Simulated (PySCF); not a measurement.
This PySCF input asks for the NMR shieldings of SMILES [BH3-][P@+]1(C(C)(C)C)C=C1C, C7H16BP; the geometry comes from GFN2-xTB.

```python
import basis_set_exchange as bse
import numpy as np
from pyscf import gto, dft
from pyscf.prop import nmr

atoms = """
B     1.142051    2.041536    1.545388
P     0.588249    0.374822    0.692713
C    -1.124092    0.089377   -0.065400
C    -1.522643    1.409708   -0.720768
C    -2.061245   -0.230254    1.097052
C    -1.121149   -1.039810   -1.087570
C     1.182050   -1.243480    1.262573
C     1.714622   -0.928979    0.093402
C     2.670155   -1.342390   -0.943652
H     0.296353    2.256423    2.355717
H     2.200982    1.753203    2.004282
H     1.186810    2.856319    0.681799
H    -2.539861    1.355567   -1.107238
H    -1.467929    2.221670    0.002638
H    -0.851232    1.644694   -1.545772
H    -3.092485   -0.300959    0.753412
H    -2.001710    0.552539    1.852398
H    -1.785909   -1.176867    1.560022
H    -0.463875   -0.802164   -1.922096
H    -2.127033   -1.189174   -1.477459
H    -0.788073   -1.973313   -0.638186
H     1.211633   -1.982412    2.035086
H     3.179578   -2.260264   -0.651519
H     2.156670   -1.506932   -1.890720
H     3.407150   -0.554715   -1.098276
"""
names = dict.fromkeys(["B", "P", "C", "H"], "pcSseg-1")
basis = {el: gto.basis.parse(bse.get_basis(n, elements=[el], fmt="nwchem")) for el, n in names.items()}
mol = gto.M(atom=atoms, basis=basis, charge=0, verbose=0)
mf = dft.RKS(mol, xc="PBE0")
mf.grids.level = 2
mf.grids.alignment = dft.numint.BLKSIZE   # the property module wants whole blocks of grid points
mf.conv_tol = 1e-9
mf.kernel()

calc = nmr.RKS(mf)   # GIAO
C = mf.mo_coeff
Co = C[:, mf.mo_occ > 0]
resp = mf.gen_response(singlet=True, hermi=2)
def vind(x):   # induced exchange potential for any number of trial vectors
    d = np.einsum("pi,xij,qj->xpq", C, 2 * x.reshape(-1, C.shape[1], Co.shape[1]), Co, optimize=True)
    return np.einsum("xpq,pi,qj->xij", resp(d - d.transpose(0, 2, 1)), C, Co, optimize=True).ravel()
mo1, _ = nmr.rhf.solve_mo1(calc, with_cphf=vind)
sigma = calc.kernel(mo1)
for i, s in enumerate(sigma):   # ppm
    w = np.linalg.eigvalsh((s + s.T) / 2)
    print("%2d %-2s iso %8.1f  s11 %8.1f  s22 %8.1f  s33 %8.1f" % (i, mol.atom_pure_symbol(i), w.mean(), *w))
```

Task: Give the expected output.

Result: 
```
 0 B  iso    148.0  s11    132.6  s22    146.2  s33    165.3
 1 P  iso    429.0  s11    192.0  s22    205.0  s33    889.9
 2 C  iso    146.8  s11    128.8  s22    143.4  s33    168.3
 3 C  iso    158.4  s11    144.5  s22    148.4  s33    182.2
 4 C  iso    160.0  s11    141.7  s22    151.9  s33    186.3
 5 C  iso    158.2  s11    142.4  s22    150.0  s33    182.3
 6 C  iso     57.6  s11    -79.3  s22     71.6  s33    180.5
 7 C  iso     30.7  s11   -108.5  s22     33.2  s33    167.5
 8 C  iso    169.0  s11    151.7  s22    168.4  s33    186.9
 9 H  iso     30.3  s11     26.8  s22     29.2  s33     34.8
10 H  iso     31.5  s11     27.3  s22     29.5  s33     37.9
11 H  iso     30.4  s11     27.0  s22     29.3  s33     34.9
12 H  iso     30.7  s11     26.7  s22     27.9  s33     37.3
13 H  iso     29.9  s11     25.5  s22     29.2  s33     35.0
14 H  iso     30.5  s11     26.6  s22     28.4  s33     36.5
15 H  iso     30.9  s11     26.8  s22     28.2  s33     37.9
16 H  iso     30.1  s11     25.8  s22     28.8  s33     35.8
17 H  iso     30.8  s11     26.1  s22     29.7  s33     36.6
18 H  iso     31.2  s11     26.8  s22     29.5  s33     37.2
19 H  iso     30.9  s11     26.7  s22     28.4  s33     37.7
20 H  iso     30.9  s11     26.7  s22     30.6  s33     35.5
21 H  iso     23.7  s11     21.1  s22     24.8  s33     25.3
22 H  iso     28.9  s11     24.1  s22     27.1  s33     35.6
23 H  iso     29.3  s11     24.3  s22     28.9  s33     34.6
24 H  iso     29.0  s11     24.5  s22     27.5  s33     35.2
```

These numbers come from an equivalent density-fitted implementation of the same equations, which agrees with the script to about 0.01 ppm for H and up to a few tenths of a ppm for heavy atoms, so last digits may differ.

Size and cost of the density-fitted run: 240 basis functions, 46 s wall time on 1 thread of an Intel Xeon Platinum 8488C, shared host; peak memory 1.1 GiB.
